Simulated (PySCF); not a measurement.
## Electronic structure of Mn⁺ (manganese, charge +1) at the r2SCANh level

Configuration: [Ar] 3d5 4s1, high-spin 7S determinant. All numbers are calculated (PySCF 2.14, the spin-free X2C one-electron Hamiltonian (Gaussian nucleus), in x2c-QZVPPall with one added diffuse shell each of s, p, d, f, g type (12s8p6d5f3g, 128 functions)).

```
Total energy                        : -1158.275 hartree
One-electron energy                 : -1587.586 hartree
Hartree (Coulomb) energy            : 481.741 hartree
Exchange-correlation energy         : -52.429 hartree
⟨S²⟩                                : 12.0002
⟨L²⟩                                : 0.000
Sum of ⟨r⟩                          : 17.84 bohr
Sum of ⟨r²⟩                         : 25.42 bohr²
Langevin diamagnetic susceptibility : -20.1 ×10⁻⁶ cm³/mol
Time after the integrals            : roughly 10 core-seconds
```

```
shell  electrons  mean orbital energy (hartree)  rms radius, mean of both spins (bohr)
 1s α          1                     -237.76142                                 0.0704
 1s β          1                     -237.76060                                 0.0704
 2s α          1                      -28.13465                                  0.303
 2s β          1                      -28.03159                                  0.303
 2p α          3                      -23.80984                                  0.274
 2p β          3                      -23.72808                                  0.274
 3s α          1                       -3.71531                                  0.916
 3s β          1                       -3.45176                                  0.916
 3p α          3                       -2.50492                                  0.985
 3p β          3                       -2.23381                                  0.985
 3d α          5                       -0.64949                                   1.32
 4s α          1                       -0.48297                                   2.92
```

Densities and radii are taken from the X2C orbitals without a picture-change correction, which distorts them close to the nucleus.
